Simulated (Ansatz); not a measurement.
The cluster LaO3H3, relaxed as a singlet with RKS r2SCAN-D4/def2-SVP in Ansatz, starting from the GFN1-xTB geometry. Force threshold 0.02 eV/Å.

In the def2 sets La takes a core potential; there is no spin–orbit coupling. The structure holds one bond between oxygen atoms, so isomers without such links may lie far lower. No other spin state of charge 0 was run. Another isomer (singlet) lies 0.05 eV lower at PBE0-D4/def2-TZVP; other spin states weren't run for this one.

Start:

```xyz
7

La   -0.3805   -0.0630   -0.2395
O    -0.5768    1.4651   -0.8451
O     0.1629    0.1030    1.3164
O     1.1389   -0.2850    0.4224
H    -0.0786    1.6331   -0.0359
H     0.9819   -1.2468    0.3576
H    -1.2477   -1.6065   -0.9759
```

(1) Estimate the energy that the relaxation releases and the steps that it takes.

(2) Does the start keep its bonding?

(3) Predict the relaxed structure.

Results:

(1) 24.17 eV, in 21 steps; 37 s on 4 threads of Arm Neoverse V2 on a shared host. No frequencies were taken in this run, so the end may be a saddle point.

(2) Bonds lost: La1–H5, La1–H6 (atoms count from 1).

(3) 
```xyz
7

La   -0.989    0.025    0.068
O    -0.605    1.942   -0.861
O     0.264   -0.687    1.867
O     1.246   -0.759    0.763
H    -0.209    2.775   -1.133
H     1.416   -1.713    0.693
H    -1.124   -1.583   -1.396
```
Bond lengths: 3 × La–O 2.16 to 2.47 Å; 1 × O–O 1.48 Å; 2 × H–O 0.96 to 0.97 Å; 1 × H–La 2.18 Å.
